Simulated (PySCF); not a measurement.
3-methoxypropanenitrile (C₄H₇NO), SMILES COCCC#N. Geometry: PBE-D3(BJ)/def2-SVP. The values are those of a single conformer.

Computed equilibrium geometry at PBE-D3(BJ)/def2-SVP (PySCF confirms it by a frequency run) as a Z-matrix, and its point group (one conformer of several):
point group Cs.
```
C
O 1 1.4051
C 2 1.4089 1 112.99
H 3 1.1069 2 107.60 1 180.00
H 3 1.1174 4 108.62 2 -121.53
H 3 1.1174 4 108.62 5 -116.94
H 1 1.1189 2 111.59 3 -59.64
H 1 1.1189 7 106.71 2 -122.14
C 1 1.5338 7 109.95 8 -119.20
H 9 1.1104 1 109.11 7 -179.51
H 9 1.1104 10 106.70 1 -117.76
C 9 1.4597 10 109.45 11 -118.33
N 12 1.1711 11 150.80 9 -178.00
```
Charge 0, spin multiplicity 1.
